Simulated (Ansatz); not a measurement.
H4O4Ti, triplet, at the geometry of the source list (the multiplicity is a formal guess), atoms displaced at random by about 0.08 Å a coordinate; PBE0/STO-3G, gradient run with Ansatz (a quantum-chemistry and plane-wave program).

The Ansatz input:
Ansatz 0.2 input:
```yaml
crystal:
  periodic: [false, false, false]
  atoms:
    - {symbol: Ti, position_ang: [-0.03373343, -0.06896390, -0.18679921]}
    - {symbol: O, position_ang: [1.24751705, -0.35513081, -0.96642472]}
    - {symbol: H, position_ang: [2.21824230, -0.32603825, -1.07509274]}
    - {symbol: O, position_ang: [0.59248281, 0.07028143, 1.50859330]}
    - {symbol: H, position_ang: [0.46043491, 0.77353286, 1.99289191]}
    - {symbol: O, position_ang: [-0.60391068, 1.50042563, -0.56054997]}
    - {symbol: H, position_ang: [-1.46222431, 1.53945573, -1.37861600]}
    - {symbol: O, position_ang: [-1.13814629, -1.28609478, -0.23501352]}
    - {symbol: H, position_ang: [-1.47122362, -1.94702171, 0.53365712]}
basis:
  gaussian:
    orbitals: STO-3G
hamiltonian:
  xc: pbe0
magnetization: {spin_polarized: true, initial_magnetization: 2}
output: {forces: true}
```

It wrote (shortened):

```
Functional definition: PBE0
592 factors; integrals over basis functions are off by at most 1.3e-4 eV
mean field evaluation 1: about -30999.7072 eV, gradient 1.5e1 eV
mean field evaluation 2: about -30995.9956 eV, gradient 3.0e1 eV
mean field evaluation 4: about -31001.3087 eV, gradient 3.2e0 eV
mean field evaluation 8: about -31001.4655 eV, gradient 1.8e-1 eV
mean field evaluation 16: about -31001.4674 eV, gradient 8.1e-3 eV
mean field -31001.46738963 eV, -1139.2829130195 hartree, gradient 2.6e-5 eV, S^2 2.005527; 2 other end points of the search recorded, 0 dependent functions left out
the calculation of the forces begins
reference -31001.46740945 eV, -1139.2829137479 hartree; 30, 28 occupied and 12, 14 virtual orbitals, 592 factors
Total energy: -31001.46740945 eV, -1139.2829137479 hartree
Atom 0 at    -0.033733    -0.068964    -0.186799 Å, force    -5.174000     3.204789    11.416207 eV/Å
Atom 1 at     1.247517    -0.355131    -0.966425 Å, force    12.740157    -2.583863    -8.352034 eV/Å
Atom 2 at     2.218242    -0.326038    -1.075093 Å, force     1.258007    -0.373564    -0.691686 eV/Å
Atom 3 at     0.592483     0.070281     1.508593 Å, force     1.309373   -10.117937    -6.651238 eV/Å
Atom 4 at     0.460435     0.773533     1.992892 Å, force    -1.657968     9.589241     6.485873 eV/Å
Atom 5 at    -0.603911     1.500426    -0.560550 Å, force     1.873141     5.219107     2.975813 eV/Å
Atom 6 at    -1.462224     1.539456    -1.378616 Å, force    -5.011035     0.758272    -5.310289 eV/Å
Atom 7 at    -1.138146    -1.286095    -0.235014 Å, force    -5.678233    -7.242064     2.582289 eV/Å
Atom 8 at    -1.471224    -1.947022     0.533657 Å, force     0.340558     1.546019    -2.454934 eV/Å
Dipole moment:     0.301857    -0.173868     0.096109 e Å
```
